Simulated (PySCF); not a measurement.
Gas-phase reaction: WO2F2 + WCl6 + 2 Cl = 2 WOCl4 + F2

Energies from PySCF, thermal terms from the rigid-rotor harmonic-oscillator model, ideal gas at 1 bar. † marks an energy on the PBE0/def2-TZVP geometry and frequencies; other levels use their own. Open shells (unrestricted): Cl (multiplicity 2); the rest are closed-shell singlets. Spin-orbit splitting is ignored; it lowers the true energy and changes the entropy of Cl. W: scalar-relativistic def2 core potential, no spin-orbit coupling. WO2F2: computed as isolated molecules; such fragments, hydroxides, amides, oligomers or adducts are transient or little studied in the gas.

PBE0/def2-TZVP gives ΔH°(298 K) = 24 kJ.

What do LDA/def2-TZVP†, PBE0/def2-QZVP†, PBE/def2-SVP give?

LDA/def2-TZVP†: -51 kJ; PBE0/def2-QZVP†: 34 kJ; PBE/def2-SVP: 20 kJ. For scale, ΔH°(298 K) is 24 kJ at this level, 16 kJ at ωB97M-V/def2-TZVP†, and runs from -51 to 195 kJ over the 17 levels computed († marks an energy on the PBE0/def2-TZVP geometry).
